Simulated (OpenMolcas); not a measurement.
Rh2+: moving or changing the point charges

Rh2+ among 6 point charges of -1 e arranged as a trigonal prism (D3h), 1.88 Å from the ion, with a polar angle of 58.4° against the regular 49.1°.
```
   1.6017    0.0000    0.9843  -1.00
  -0.8009    1.3872    0.9843  -1.00
  -0.8009   -1.3872    0.9843  -1.00
   1.6017    0.0000   -0.9843  -1.00
  -0.8009    1.3872   -0.9843  -1.00
  -0.8009   -1.3872   -0.9843  -1.00
```

| Property | Result |
| --- | --- |
| Program | OpenMolcas |
| Method | CASSCF |
| Basis | ANO-RCC-VDZP [6s5p3d1f] |
| Scalar Hamiltonian | DKH2, point nucleus |
| Active space | 7 electrons in 5 orbitals (4d) |
| State averaging | 2S+1 = 4 even, 10 roots; 2S+1 = 2 even, 40 roots |
| Spin-orbit coupling | RASSI with atomic mean-field integrals over the reference wave functions |

Runs around this geometry, states (labels of D3, the rotations of D3h). Energies in cm-1 above the lowest state or level, χT in cm3 K/mol.

```csv
R (Å),q (e),Polar angle / regular,Ground state,First state of that spin,First gap with spin-orbit (degeneracies),χT at 300 K,First state of another spin
1.88,-1,1.09,4E,4E 4861,"499.2 (2, 2)",3.907,2E 14714
1.88,-0.8,1.19,4E,4E 2467,"323.0 (2, 2)",4.198,2E 15179
1.8,-1,1.19,4E,4E 3839,"439.3 (2, 2)",3.923,2E 15440
1.88,-1,1.19,4E,4E 3175,"392.3 (2, 2)",4.035,2E 15343
1.96,-1,1.19,4E,4E 2641,"341.5 (2, 2)",4.150,2E 15239
```

Taking the first state of the same spin as R^-n, n = -ln(2641 / 3839) / ln(1.96 / 1.8) = 4.4 between the shortest and longest distance.

Scaling the charges by -0.8 / -1 = 0.80 scales the first state of the same spin by 2467 / 3175 = 0.78; with fixed orbitals a first-order splitting would follow the charge.

An orbital doublet at a regular site is open to a Jahn-Teller distortion, which this geometry leaves out. Without dynamic correlation the repulsion within the d shell is too large (B by tens of per cent), so at a given field states of lower spin stand too high. Point charges give a weaker field than real ligands, and real ions of this kind are as a rule low spin; the high spin found here belongs to the model. The ground term spreads over less than 5000 cm-1, several times less than with real ligands, so orbital moments are less quenched and χT lies further from the spin-only value than at real sites (holds for R = 1.88, q = -0.8, ratio = 1.19; R = 1.96, q = -1, ratio = 1.19). This is an electrostatic model: the charges have no orbitals. No measured value stands beside these numbers.
